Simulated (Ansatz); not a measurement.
Molecule: SiBr2 (charge 0, singlet). 
Structure (B3LYP-D3(BJ)/def2-TZVP (Ansatz, a first-principles code) minimum search):
```
Si
Br 1 2.2694
Br 1 2.2694 2 102.37
```
Charge 0, spin multiplicity 1.

Wanted: vertical triplet-singlet gap (E(triplet) - E(singlet); each state is the SCF solution reached for its spin; for the singlet the Hartree-Fock reference is unstable and T1 is 0.014), in eV. Cores are frozen in the correlated levels unless marked. UHF or UKS for open shells. No spin-orbit coupling. Frozen are the shells of the preceding noble gas and the d and f shells that filled before the atom's block. No relativistic terms. CBS(X,Y): correlation extrapolated as X^-3; Hartree-Fock from the larger set. [CCSD(T)-MP2]/basis is that difference in the basis named.

| level | program | vertical triplet-singlet gap (eV) |
|---|---|---|
| HF/def2-SVPD | Ansatz | 1.49 |
| HF/def2-TZVPPD | Ansatz | 1.49 |
| r2SCAN/def2-TZVPD | Ansatz | 1.92 |
| PBE0/def2-TZVPD | Ansatz | 2.06 |

### Question
Estimate the value at RI-MP2/CBS(def2-TZVPPD,def2-QZVPPD)+[CCSD(T)-MP2]/def2-TZVPPD as computed with Ansatz.

### Answer
2.29 eV, so PBE0/def2-TZVPD differs from it by -0.23 eV.
